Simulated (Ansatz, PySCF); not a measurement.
Spin states of F4Re (SMILES [F][Re]([F])([F])[F]), each relaxed with B3LYP-D3(BJ)/def2-TZVP.
State 1 (charge 0, multiplicity 4):
```xyz
5

Re    -0.011     0.006    -0.012
F      0.944    -0.640    -1.478
F     -0.965     0.652     1.455
F      0.071     1.731    -0.717
F     -0.093    -1.719     0.694
```
State 2 (charge 0, multiplicity 2):
```
atom    x (Å)    y (Å)    z (Å)
----  -------  -------  -------
Re    -0.0107   0.0060  -0.0114
F      0.9294  -0.6703  -1.4424
F     -0.9509   0.6822   1.4195
F      0.0488   1.7220  -0.6750
F     -0.0702  -1.7101   0.6521
```

Singlets are restricted, other states unrestricted; no spin–orbit coupling, no relativity up to Kr; see below for the cores. The largest T1 diagnostic is 0.046.

Run with Ansatz (Gaussian orbitals); PySCF for the dispersion terms.  In def2 rows elements past Kr take small-core potentials, without spin–orbit coupling.

Task: One of these levels gives 3.64 kcal/mol for the energy of the multiplicity-2 state less that of the multiplicity-4 state. Which?
A) PBE-D3(BJ)/def2-TZVPP
B) BLYP-D4/def2-TZVPP
C) B3LYP-D4/def2-TZVPP
D) SVWN5/def2-TZVPP

Result: A, PBE-D3(BJ)/def2-TZVPP. The others give -1.62 (SVWN5/def2-TZVPP), 0.36 (BLYP-D4/def2-TZVPP), 4.53 (B3LYP-D4/def2-TZVPP)

Doubts at one or more of the structures used: a spin-contaminated determinant (PBE-D3(BJ)/def2-TZVPP, BLYP-D4/def2-TZVPP, B3LYP-D4/def2-TZVPP).

Ansatz is a quantum-chemistry and plane-wave program.
